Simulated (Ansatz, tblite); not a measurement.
Cost and result up the ladder for SiH2Me(vinyl) (C₃H₈Si) (12 atoms). The state is a singlet with charge 0. Geometry: r2SCAN-D4/def2-SVP.

```xyz
12

Si   -0.580   -0.114   -0.637
H    -1.915   -0.194    0.036
H    -0.787    0.370   -2.040
C     0.231   -1.810   -0.694
H    -0.380   -2.523   -1.271
H     0.363   -2.216    0.322
H     1.224   -1.756   -1.170
C     0.473    1.117    0.302
C     0.079    1.748    1.420
H     1.483    1.337   -0.076
H    -0.915    1.584    1.856
H     0.725    2.458    1.952
```

Ansatz on 4 threads of Intel Xeon on a shared host; xTB runs through tblite on one thread. Times are rough, summed over both states, and most runs start from the orbitals of an earlier one. PBE0-D4/def2-TZVP serves as the yardstick here, not as an exact answer. The other state is a triplet.

The xTB rows come from tblite.

xTB has no spin-polarisation term.

```json
{"level": "PBE-D4/def2-TZVP", "functions": "178", "vertical triplet (eV)": "4.22", "difference from PBE0-D4/def2-TZVP (eV)": "0.17"}
{"level": "GFN2-xTB", "functions": "29", "vertical triplet (eV)": "4.60", "difference from PBE0-D4/def2-TZVP (eV)": "0.54"}
{"level": "r2SCAN-D4/def2-TZVP", "functions": "178", "vertical triplet (eV)": "3.93", "difference from PBE0-D4/def2-TZVP (eV)": "-0.12"}
{"level": "GFN1-xTB", "functions": "37", "vertical triplet (eV)": "4.64", "difference from PBE0-D4/def2-TZVP (eV)": "0.59"}
{"level": "PBE0-D4/def2-TZVP (with forces)", "functions": "178", "vertical triplet (eV)": "4.05", "difference from PBE0-D4/def2-TZVP (eV)": "0.00"}
```

Question: Estimate how long each takes.

Answer: GFN2-xTB 0.026 s; GFN1-xTB 0.04 s; PBE-D4/def2-TZVP 10 s; r2SCAN-D4/def2-TZVP 17 s; PBE0-D4/def2-TZVP (with forces) 20 s. On shared hardware such times vary by a factor of up to 3.
